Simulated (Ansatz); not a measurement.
```yaml
crystal:
  periodic: [false, false, false]
  atoms:
    - {symbol: F, position_ang: [0.274584, -1.404953, 1.596854]}
    - {symbol: Si, position_ang: [-0.166341, -0.729679, 0.243130]}
    - {symbol: Cl, position_ang: [-1.675694, -1.825481, -0.508080]}
    - {symbol: C, position_ang: [0.188769, 0.966401, -0.164499]}
    - {symbol: O, position_ang: [0.991202, -0.187086, -0.754467]}
    - {symbol: D, position_ang: [0.803447, 1.598791, 0.471233]}
    - {symbol: H, position_ang: [-0.354769, 1.514107, -0.929769]}
basis:
  gaussian: {orbitals: aug-cc-pVTZ, fitting: {mean_field: cc-pVTZ-jkfit}}
hamiltonian: {xc: {name: B3LYP}, dispersion: d3bjatm, pseudopotentials: {relativity: none}}
output: {forces: true}
```

```sh
$ ansatz run in.yaml --threads 2 --pin off --events-out ev --progress --plain --max-ram 4352MiB
```

It prints (some lines left out):

```
Error: YAML parse error: error: line 9 column 16: `D` is not an element symbol (H … Og, case-exact)
 7 |     - {symbol: C, position_ang: [0.188769, 0.966401, -0.164499]}
 8 |     - {symbol: O, position_ang: [0.991202, -0.187086, -0.754467]}
 9 |     - {symbol: D, position_ang: [0.803447, 1.598791, 0.471233]}
10 |     - {symbol: H, position_ang: [-0.354769, 1.514107, -0.929769]}
11 | basis:
```

Problem. Something in this input is off. What?

Solution. An element symbol is wrong. The program refused the input.

B3LYP here is the variant with VWN-RPA as its local correlation; programs differ in this.
